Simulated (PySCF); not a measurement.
# Low-lying terms of W⁶⁺ (tungsten, charge +6)

Ground state [Xe] 4f14, ¹S. Calculation: PySCF 2.14, in aug-cc-pVDZ-PP with two added diffuse shells each of s, p, d, f type with ECP60MDF (7s7p6d4f, 86 functions); a scalar-relativistic core potential. Vertical excitation energies in eV without spin-orbit coupling; excited terms of each kind are numbered among those the solver found. Frozen: nothing.

```json
{"term": "1 3P°", "leading excitation": "5p → d", "EOM-EE-CCSD": "42.632"}
{"term": "1 3F°", "leading excitation": "5p → d", "EOM-EE-CCSD": "44.123"}
{"term": "1 1D°", "leading excitation": "5p → d", "EOM-EE-CCSD": "46.309"}
{"term": "1 3D°", "leading excitation": "5p → d", "EOM-EE-CCSD": "46.429"}
{"term": "1 1F°", "leading excitation": "5p → d", "EOM-EE-CCSD": "46.645"}
{"term": "1 1P°", "leading excitation": "5p → d", "EOM-EE-CCSD": "55.899"}
{"term": "1 3S", "leading excitation": "5p → p", "EOM-EE-CCSD": "68.302"}
{"term": "1 3D", "leading excitation": "5p → p", "EOM-EE-CCSD": "69.551"}
{"term": "1 1D", "leading excitation": "5p → p", "EOM-EE-CCSD": "69.951"}
{"term": "1 1P", "leading excitation": "5p → p", "EOM-EE-CCSD": "70.316"}
{"term": "1 3P", "leading excitation": "5p → p", "EOM-EE-CCSD": "70.376"}
{"term": "1 1S", "leading excitation": "5p → p", "EOM-EE-CCSD": "71.538"}
{"term": "1 3G", "leading excitation": "5p → f", "EOM-EE-CCSD": "81.536"}
{"term": "1 1G", "leading excitation": "5p → f", "EOM-EE-CCSD": "81.797"}
```

The spin-orbit splitting of the hole, absent here, rivals or exceeds the spacing of these terms, so the LS terms are model states.

The 4f shell lies in the core potential, so 4f excitations, among the lowest in this ion, cannot appear.

The solver can miss terms.
